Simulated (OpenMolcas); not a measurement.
What dynamic correlation does to the levels of Be⁺

```yaml
Program: OpenMolcas
Basis: ANO-RCC-VDZP [3s2p1d]
Scalar_Hamiltonian: X2C, point nucleus
Active_space: 1 electron in 8 orbitals (2s 2p 3s 3p)
State_averaging: 2S+1 = 2 even, 1 root; 2S+1 = 2 odd, 3 roots
Spin-orbit_coupling: state interaction with AMFI integrals over the reference wave functions, term energies averaged over their components
```

Methods on the same reference wave functions:
A. CASSCF
B. SS-CASPT2, IPEA 0.25 Eh, imaginary shift 0.1 Eh (closed shells correlated: 1s)

Energies in cm-1 above 2s 2S 1/2, the measured ground level; measured values from NIST Handbook of Basic Atomic Spectroscopic Data.

```csv
Level,A,B,Measured
2s 2S 1/2,0.0,0.0,0.0
2p 2P* 1/2,32866,32788,31929
2p 2P* 3/2,32872,32794,31935
```

Deviations, from unrounded energies. A percentage is the sum of absolute deviations over the sum of measured energies, with the sign that they share, or ± where signs differ.

| Against measurement | Levels | A | B |
| --- | --- | --- | --- |
| mean absolute deviation (cm-1) | 2 | 940 | 860 |
| other configurations (%) | 2 | +2.9 | +2.7 |

B lies closest to measurement on these levels. The largest miss of B in the table is 2p 2P* 1/2, by +860 cm-1. The ranking rests on the paired levels alone, and a cruder setting can come out closer through cancelling errors.

The lowest spin-free term lies below A's lowest term by 0.001 hartree in B.

With one active electron outside closed inactive shells, the extra shells (3p 3s) add no correlation to the reference. ANO sets are built for ground and valence states and can reach diffuse excited orbitals poorly. With one active electron the reference holds no correlation, so core polarisation is missing (holds for A). With one active electron, CASPT2 adds the correlation within the correlated inactive shells and between them and that electron, and leaves the splitting within a term as the reference gives it (holds for B). Computed and measured levels are paired by configuration, term and J; levels that our copy of the source lacks, or whose pairing is in doubt (as where it misses far off the trend of its configuration), stay unpaired and out of the deviations. Only configurations of the active space appear.

* marks odd parity.
